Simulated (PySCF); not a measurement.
# Ni⁺ (nickel, charge +1): UHF calculation

Configuration: [Ar] 3d9, 2D determinant. Computed with PySCF 2.14 in def2-TZVP (6s4p4d1f, 45 functions), with the non-relativistic Hamiltonian (point nucleus).

| Property | Result |
| --- | --- |
| Total energy | -1506.563220 hartree |
| One-electron energy | -2090.5901 hartree |
| Hartree (Coulomb) energy | 645.7913 hartree |
| Exchange energy | -61.7644 hartree |
| Kinetic energy | 1506.32197 hartree |
| ⟨S²⟩ | 0.7523 |
| ⟨L²⟩ | 6.016 |
| Sum of ⟨r⟩ | 17.47 bohr |
| Sum of ⟨r²⟩ | 19.14 bohr² |
| Traceless quadrupole moment −½Σ⟨3z² − r²⟩ along its main axis | -0.471 e·bohr² |
| Density at the nucleus (Gaussians lack the cusp) | 14500 bohr⁻³ |
| Spin density at the nucleus | 0.0486 bohr⁻³ |
| Langevin diamagnetic susceptibility | -15.2 ×10⁻⁶ cm³/mol |
| Time after the integrals | 0.32 s of wall time on 1 thread of Neoverse-N1 (shared host) |

| shell | electrons | mean orbital energy (hartree) | spread (hartree) | rms radius, mean of both spins (bohr) |
| --- | --- | --- | --- | --- |
| 1s α | 1 | -305.71192 | 0 | 0.0635 |
| 1s β | 1 | -305.71108 | 0 | 0.0635 |
| 2s α | 1 | -37.99656 | 0 | 0.268 |
| 2s β | 1 | -37.95948 | 0 | 0.268 |
| 2p α | 3 | -33.02638 | 0.03784 | 0.239 |
| 2p β | 3 | -32.99015 | 0 | 0.239 |
| 3s α | 1 | -5.01229 | 0 | 0.810 |
| 3s β | 1 | -4.91367 | 0 | 0.810 |
| 3p α | 3 | -3.43210 | 0.08029 | 0.862 |
| 3p β | 3 | -3.31361 | 0.05125 | 0.862 |
| 3d α | 5 | -0.79776 | 0.09654 | 1.20 |
| 3d β | 4 | -0.73897 | 0.07630 | 1.20 |
